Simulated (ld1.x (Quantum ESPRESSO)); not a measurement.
# Varying the TM potential for boron (B)

Base potential:

| Property | Result |
| --- | --- |
| Element | B (Z = 5) |
| Generator | ld1.x (Quantum ESPRESSO) 7.5 |
| Type | norm-conserving Troullier–Martins (Kleinman–Bylander form) |
| Functional | PBE |
| Relativity | scalar-relativistic |
| Frozen core | [He] |
| Valence charge | 3 |
| Reference configuration | 2s1.5 2p1.5 |
| Partial waves | 2s (bound): rc 1.45 bohr; 2p (bound): rc 2.60 bohr; 3d channel at 0.35 Ry: rc 2.05 bohr |
| Local potential | all-electron potential smoothed inside 1.55 bohr (lloc = -2) |
| Core correction | none |

All-electron outer shells of the reference configuration (PBE, scalar-relativistic, ld1.x):

```json
{"shell": "1s", "level (eV)": "-181.19", "outermost node (bohr)": "–", "outermost maximum (bohr)": "0.21"}
{"shell": "2s", "level (eV)": "-9.69", "outermost node (bohr)": "0.46", "outermost maximum (bohr)": "1.52"}
{"shell": "2p", "level (eV)": "-3.84", "outermost node (bohr)": "–", "outermost maximum (bohr)": "1.57"}
```

Cutoffs, loose and tight: the cutoffs (Ry, on a coarse ladder) from which the occupation-weighted sum of valence levels, in a spherical-Bessel basis at the reference potential, stays within 10 and 1 mRy of its value at 400 Ry. They do not see the model core or the augmentation charge, which bear on the density cutoff. Test errors are all-electron minus pseudo excitation energies from the reference, over the configurations 2s2 2p1; 2s2 2p0; 2s1 2p0; 2s1 2p1; 2s2 2p1.3; 2s1 2p2; 2s0 2p3. A dash means not determined; rows that change the core or the reference have their own tests.

| change | outcome | cutoff, loose | cutoff, tight | bound ghosts | largest test error (meV) |
| --- | --- | --- | --- | --- | --- |
| base | generated | 18 Ry | 50 Ry | none | +262 |
| local potential all-electron potential smoothed inside 3.08 bohr (lloc = -2) | generated | 18 Ry | 50 Ry | none | +263 |
| functional revPBE | generated | 18 Ry | 50 Ry | none | +228 |
| wave 2p (bound): rc 2.60 bohr becomes 2p (bound): rc 2.58 bohr | generated | 18 Ry | 50 Ry | none | +245 |
| all radii scaled by about 0.75 (s 1.08, p 1.94, d 1.54 bohr); local potential all-electron potential smoothed inside 1.16 bohr (lloc = -2) | generated | 25 Ry | 70 Ry | none | +151 |
| wave 3d channel at 0.35 Ry: rc 2.05 bohr becomes 3d channel at 0.35 Ry: rc 1.88 bohr | generated | 18 Ry | 50 Ry | none | +262 |
| reference 2s2 2p1 | generated | 21 Ry | 50 Ry | none | +191 |
| wave 2s (bound): rc 1.45 bohr becomes 2s (bound): rc 1.18 bohr | generated | 21 Ry | 50 Ry | none | +260 |
| core correction a·sin(br)/r model core inside 0.86 bohr | generated | 18 Ry | 50 Ry | none | +270 |
| wave 3d channel at 0.35 Ry: rc 2.05 bohr becomes 3d channel at 0.21 Ry: rc 2.05 bohr | generated | 18 Ry | 50 Ry | none | +262 |
| local potential the p channel | generated | 18 Ry | 50 Ry | none | +247 |
| local potential all-electron potential smoothed inside 2.72 bohr (lloc = -2) | generated | 18 Ry | 50 Ry | none | +281 |
| local potential all-electron potential smoothed inside 2.86 bohr (lloc = -2) | generated | 18 Ry | 50 Ry | none | +273 |
